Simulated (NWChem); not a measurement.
System meant: Si$_{2}$H$_{3}$, doublet; SMILES [SiH][SiH2]

Input file for NWChem:

```
start job
memory heap 200 mb stack 900 mb global 1100 mb
geometry units angstroms noautoz
  Si    -0.029706    -1.280300     0.224873
  Si    -0.159461     0.976548    -0.106082
  H      1.453737    -1.272959    -0.200868
  H      0.947674     1.969738     0.171208
  H     -1.459899     1.743703    -0.094975
end
basis spherical
  Si library def2-svp
  H library def2-svp
end
dft
  odft
  mult 2
  xc b3lyp
  iterations 4
  mulliken
end
task dft energy
```

End of the output:

```
     --------------------------
     Expectation value of S2:
     --------------------------
      <S2> =      0.7642 (Exact =     0.7500)

 center of mass
 --------------
 x =  -0.04167050 y =  -0.08029868 z =  -0.00416535

 moments of inertia (a.u.)
 ------------------
         295.208270109558           0.000000000000          -0.000000000000
           0.000000000000          19.358043599123           0.000000000000
          -0.000000000000           0.000000000000         312.248413605638

     Multipole analysis of the density
     ---------------------------------

     L   x y z        total         alpha         beta         nuclear
     -   - - -        -----         -----         ----         -------
     0   0 0 0     -0.000000    -16.000000    -15.000000     31.000000

     1   1 0 0      0.069547      0.106883     -0.037336      0.000000
     1   0 1 0      0.376878      0.099385      0.277493      0.000000
     1   0 0 1     -0.053494      0.202457     -0.255951     -0.000000

     2   2 0 0    -22.871023    -21.353191    -19.373454     17.855622
     2   1 1 0     -0.459867      1.272539      1.840137     -3.572543
     2   1 0 1      0.401998     -0.070620      0.423846      0.048772
     2   0 2 0    -22.719527    -95.642321    -90.306997    163.229791
     2   0 1 1     -0.174466     -1.624009     -0.829777      2.279319
     2   0 0 2    -20.616953    -13.146978     -8.577442      1.107467

 ------------------------------------------------------------------------
 dft energy failed                                                                                  0
 ------------------------------------------------------------------------
 ------------------------------------------------------------------------
  current input line :
    21: task dft energy
 ------------------------------------------------------------------------
 ------------------------------------------------------------------------
 This type of error is most commonly associated with calculations not reaching convergence criteria
 ------------------------------------------------------------------------
 For more information see the NWChem manual at https://nwchemgit.github.io

0:dft energy failed:Received an Error in Communication
```

What is wrong, and how is it mended?

The run did not converge; its last values are not results. Cause: the SCF was allowed too few iterations. This input runs:
```
start job
memory heap 200 mb stack 900 mb global 1100 mb
geometry units angstroms noautoz
  Si    -0.029706    -1.280300     0.224873
  Si    -0.159461     0.976548    -0.106082
  H      1.453737    -1.272959    -0.200868
  H      0.947674     1.969738     0.171208
  H     -1.459899     1.743703    -0.094975
end
basis spherical
  Si library def2-svp
  H library def2-svp
end
dft
  odft
  mult 2
  xc b3lyp
  iterations 150
  mulliken
end
task dft energy
```
It converges to -580.54225 Ha (B3LYP/def2-SVP, spin-unrestricted).
